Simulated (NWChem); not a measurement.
CH$_{6}$FNSi; SMILES F[SiH](C)N

```xyz
10

Si     0.0714    -0.0526    -0.3257
C      0.0358     1.7361     0.1831
N     -1.4289    -0.7965     0.0366
F      1.3320    -0.7374     0.4646
H      0.3484    -0.2736    -1.7710
H     -0.7453     2.2866    -0.3625
H     -0.1655     1.8313     1.2621
H      1.0053     2.2172    -0.0167
H     -1.8869    -0.6404     0.9274
H     -1.6531    -1.7140    -0.3312
```
Atoms are numbered in this order, from 1.

Level: PBE0/def2-SVP (NWChem), optimised geometry, unscaled harmonic frequencies. 

**Question.** List the harmonic frequencies with IR intensities, and the thermochemistry.

**Answer.** 
```
frequency (cm⁻¹)  IR intensity (km/mol)
----------------  ---------------------
142                                 0.2
200                                 5.5
253                                11.6
291                                14.5
319                                34.8
417                               186.7
630                                14.3
689                                 6.7
771                                10.6
821                                16.9
846                                53.0
895                                35.3
918                               221.0
958                               263.8
1272                               45.8
1427                                3.7
1429                                5.4
1547                               57.4
2267                              145.1
3063                                0.5
3164                                2.3
3176                                1.8
3616                               33.0
3714                               38.9
```

* **zero-point energy**: 46.9 kcal/mol
* **thermal correction to the enthalpy at 298.15 K (with zero-point energy)**: 51.5 kcal/mol
* **heat capacity Cv**: 21.8 cal/(mol K)
* **entropy at 298.15 K and 1 atm (symmetry number 1)**: 76.4 cal/(mol K)
* **dipole moment**: 1.91 D

Rigid rotor and harmonic oscillator.
